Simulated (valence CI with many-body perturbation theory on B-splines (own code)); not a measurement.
## Zr6+: one-electron terms

Computed by valence CI with perturbative core correlation (CI+MBPT): six valence electrons over a frozen Dirac-Fock core [Ar] 3d10, radial functions for each j: 9 s, 9 p, 8 d, 6 f, 3 g, 1 h, with the one-electron correlation potential Σ1, the two-electron term Σ2, the three-electron term Σ3, Breit, model QED; selected CI, second order for the rest, scaled by the run's own slope (own B-spline code, finite nucleus).

Against 29 measured levels this calculation errs by 244 cm⁻¹ on average and by 898 at most. These come from a selection out of Rauch et al., Astron. Astrophys. 599, A142 (2017). Levels without a partner in it may be off by more. Among the levels kept, up to 1000 cm⁻¹ of a level comes from second order outside the variational space, and about a tenth of that is noise between levels of different J, which matters for small intervals. 1 measured level below the end of the list, from 289300 cm⁻¹ on, found no clear computed partner, and computed levels of the same name lie up to 2711 cm⁻¹ from them.

These are the spectroscopic orbitals of the CI (the correlating ones are not listed), shaped by the core and the other valence electrons. h is the expectation value of the core's Dirac-Fock operator, without the valence repulsion; Σ1 is computed up to l = 3 at one energy for each symmetry, that of its lowest orbital but kept below the first core excitation, so for empty shells it is not the orbital's own correlation shift; Breit and QED include the response of the core.

```
Orbital  h (hartree)  Σ1 (cm⁻¹)  Breit (cm⁻¹)  QED (cm⁻¹)  ⟨r⟩ (bohr)
  4s1/2      -8.5678      -9254           503         412       1.161
  5s1/2      -4.5028      -2166           150         122       2.373
  6s1/2      -2.7566       -857          63.8        52.0       4.042
  7s1/2      -1.8653       -438          33.7        27.4       6.122
  4p1/2      -7.6127      -7985           717       -25.5       1.249
  5p1/2      -4.0673      -1901           212        -7.5       2.595
  6p1/2      -2.5401       -807          96.2        -3.4       4.361
  7p1/2      -1.7415       -427          52.5        -1.9       6.544
  4p3/2      -7.5081      -7572           436         8.5       1.270
  5p3/2      -4.0253      -1831           130         2.5       2.625
  6p3/2      -2.5194       -781          61.0         1.1       4.399
  7p3/2      -1.7297       -415          33.4         0.6       6.590
  4d3/2      -5.9195      -5042           133       -16.0       1.521
  5d3/2      -3.3138      -1441          45.5        -5.4       3.138
  6d3/2      -2.1569       -695          23.3        -2.7       5.113
  4d5/2      -5.9012      -4968          51.4        -9.6       1.528
  5d5/2      -3.3065      -1426          17.6        -3.2       3.147
  6d5/2      -2.1531       -688           9.1        -1.7       5.123
  4f5/2      -4.1655      -1954           1.5        -0.8       2.152
  5f5/2      -2.6111       -987           1.1        -0.5       3.995
  4f7/2      -4.1654      -1946          -4.6        -0.3       2.152
  5f7/2      -2.6108       -981          -3.1        -0.3       3.995
  5g7/2       -2.403                      0.0         0.0       3.878
  5g9/2       -2.403                      0.0         0.0       3.878
```

Among the shells of the start configuration 4s2 4p4, Σ1 is largest in size for 4s1/2, where it is 0.49 % of h.

Lowest root of each symmetry, sizes in configuration state functions:

```
J  Parity  Roots  Reference  Variational  Second order  Change by selected CI (cm⁻¹)  Change by second order (cm⁻¹)
0    even      3         32        59369       2122853                        -18629                           -122
1    even      2         66        87029       6890848                        -18231                           -219
2    even      3         88        81316       9986386                        -18290                           -274
0     odd      5         11        78320       3085592                        -29619                           -116
1     odd      7         29        89520       8407526                        -29456                           -271
2     odd      8         34        84922      15256453                        -28883                           -613
3     odd      7         29        80064      17171735                        -29320                           -816
4     odd      5         20        79579      16007431                        -29329                           -672
5     odd      1         11        81586       9624123                        -34905                           -549
```
